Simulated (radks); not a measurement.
The numbers below are computed, except where a source is named.
Q: All-electron atom: Sc4+ in [Ne] 3s2 3p5. Code: a radial shooting solver on a logarithmic mesh with Libxc functionals. Model: scalar-relativistic Kohn-Sham, LB94 model potential, spin-polarised, spherical densities, finite nucleus; open shells are filled with parallel spins first; Fermi nuclear charge, rms radius 3.5459 fm. Some entries of the table are withheld. Estimate them.

orbital  occ.  eigenvalue (eV)  <r^2> (bohr^2)  r(max) (bohr)
1s down     1        -4516.895        0.007123        0.04780
1s up       1        -4516.817        0.007124        0.04780
2s up       1              (1)             (2)         0.2837
2s down     1              (3)             (4)         0.2839
2p up       3        -466.8644          0.1149         0.2317
2p down     3        -466.5903          0.1152         0.2318
3s up       1        -114.1939           1.233         0.9098
3s down     1        -113.3017           1.230         0.9076
3p up       3         -92.3322           1.391         0.9389
3p down     2         -91.4648           1.389         0.9360

A: 
(1) 2s up eigenvalue (eV): -552.4953
(2) 2s up <r^2> (bohr^2): 0.1380
(3) 2s down eigenvalue (eV): -552.3536
(4) 2s down <r^2> (bohr^2): 0.1382
